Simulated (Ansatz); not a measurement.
**Telling isomers of ClH6InSi2 apart by their spectra**

These gas-phase data were calculated for one isomer of ClH6InSi2 at B3LYP-D3(BJ)/def2-SVP (harmonic, unscaled wavenumbers; equilibrium rotational constants with average atomic masses):

* rotational constants: 1.939, 1.277, 0.784 GHz
* all wavenumbers above 1500 cm⁻¹: 2223, 2223, 2222, 2220, 2208, 2204
* dipole moment: 3.33 D (PBE0/def2-TZVPD)

Candidates:

(1) `[SiH3][SiH2][InH][Cl]`, a singlet
(2) `[SiH3][In]([SiH3])[Cl]`, a singlet

Task: Which structure fits?

Result: Candidate (2). No mode falls between 1500 and 1900 cm⁻¹, where the In–H stretch of (1) would stand.

The same quantities for all candidates:

```tsv
	rotational constants (GHz)	wavenumbers above 1500 cm⁻¹	dipole (D)	E above the lowest, B3LYP-D3(BJ)/def2-SVP (kcal/mol)
(1)	2.146, 1.067, 0.7248	2245, 2235, 2213, 2203, 2193, 1769	3.14	6.4
(2)	1.939, 1.277, 0.784	2223, 2223, 2222, 2220, 2208, 2204	3.33	0.0
```

Harmonic stretches to hydrogen usually lie a few per cent above observed fundamentals. Each candidate is one conformer. Atoms past krypton carry core potentials. Programs: Ansatz 0.2.0.
